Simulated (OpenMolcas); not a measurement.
Ti3+: effect of the metal basis

Ti3+ with its 6 nearest chloride ions at 2.496 Å, on the Y site of Cs2NaYCl6 (a = 10.7396 Å, distance in the model lattice 2.619 Å). The rest of the host is ab initio model potentials to 7.6 Å and point charges beyond; the distance is set by hand and nothing relaxes.

```
Program             : OpenMolcas
Method              : SS-CASPT2, IPEA 0.25 Eh, imaginary shift 0.1 Eh (closed shells correlated: 3s 3p and the ligand valence shells)
Spin-orbit coupling : state interaction with AMFI integrals over the reference wave functions
```

Fixed: ligand basis ANO-RCC-VDZP, active space 1 electron in 5 orbitals (3d), DKH2 Hamiltonian.

States (labels of O, the rotations of Oh). Energies in cm-1 above the lowest state or level, χT in cm3 K/mol; under a threefold ground state the first gap can be a small split of the lowest multiplet, not the spin-orbit step; 10Dq is the gap between the two states.

```json
{"Run": "A", "Metal basis": "ANO-RCC-VDZP", "Ground state": "2T2", "First state of that spin": "2E 11720", "10Dq": "11723", "First gap with spin-orbit (degeneracies)": "220 (4, 2)", "χT at 300 K": "0.450", "Cost": "roughly 17 core-seconds"}
{"Run": "B", "Metal basis": "ANO-RCC-VTZP", "Ground state": "2T2", "First state of that spin": "2E 11640", "10Dq": "11641", "First gap with spin-orbit (degeneracies)": "220 (4, 2)", "χT at 300 K": "0.451", "Cost": "roughly 22 core-seconds"}
```

Against A, |10Dq| changes by -0.7 % in B.

Costs are those of the CASPT2 steps.

Roots that are degenerate in the reference are averaged as groups; the widest CASPT2 spread within a group is 170 cm-1 (the 3-fold group of multiplicity 2 near 0 cm-1 above the lowest state of its run, A). Shifts and gaps below about the spread of the groups concerned are not significant. Over all roots computed the reference weight is 0.68 in A, 0.68 in B; a low but even weight reflects the number of correlated electrons. An orbital triplet at a regular site is open to Jahn-Teller coupling, which can distort the site and quench the lowest spin-orbit gaps and is left out. Ligand-to-metal charge-transfer states are missing. With one d shell and no ligand orbital active, 10Dq can be off by a tenth or more. No measured value stands beside these numbers; the geometry was set by hand and not optimised.
